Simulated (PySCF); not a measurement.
CH3ClF2Si. Atoms are numbered in the order given.

```xyz
8

C     -1.5042    -1.2647     0.0000
Si     0.0712    -0.3222     0.0000
F      0.9645    -0.6866     1.2874
F      0.9645    -0.6866    -1.2874
Cl    -0.2255     1.6965     0.0000
H     -2.0985    -1.0187     0.8922
H     -2.0985    -1.0187    -0.8922
H     -1.3017    -2.3464     0.0000
```

Geometry optimised at PBE0-D3(BJ)/def2-SVP.

These are PBE0/def2-TZVP run with PySCF values and carry that method's errors.

ESP charges are fitted to the potential on shells at 1.4 to 2.0 van der Waals radii. Atomic charges (e):

```json
[
 {"atom": "C1", "ESP fit": "-0.73", "Mulliken": "-0.51", "meta-Löwdin": "-0.65", "Löwdin": "-0.44"},
 {"atom": "Si2", "ESP fit": "0.73", "Mulliken": "0.85", "meta-Löwdin": "1.45", "Löwdin": "-0.32"},
 {"atom": "F3", "ESP fit": "-0.25", "Mulliken": "-0.30", "meta-Löwdin": "-0.49", "Löwdin": "0.02"},
 {"atom": "F4", "ESP fit": "-0.25", "Mulliken": "-0.30", "meta-Löwdin": "-0.49", "Löwdin": "0.02"},
 {"atom": "Cl5", "ESP fit": "-0.15", "Mulliken": "-0.22", "meta-Löwdin": "-0.28", "Löwdin": "0.27"},
 {"atom": "H6", "ESP fit": "0.21", "Mulliken": "0.16", "meta-Löwdin": "0.15", "Löwdin": "0.15"},
 {"atom": "H7", "ESP fit": "0.21", "Mulliken": "0.16", "meta-Löwdin": "0.15", "Löwdin": "0.15"},
 {"atom": "H8", "ESP fit": "0.24", "Mulliken": "0.16", "meta-Löwdin": "0.15", "Löwdin": "0.15"}
]
```

Computed Mayer and Wiberg (Löwdin basis) orders of the bonds:
```csv
bond,Mayer,Wiberg
C1–Si2,1.06,1.24
Si2–F3,1.12,1.71
Si2–F4,1.12,1.71
Si2–Cl5,1.19,1.85
C1–H6,0.93,0.89
C1–H7,0.93,0.89
C1–H8,0.93,0.89
```
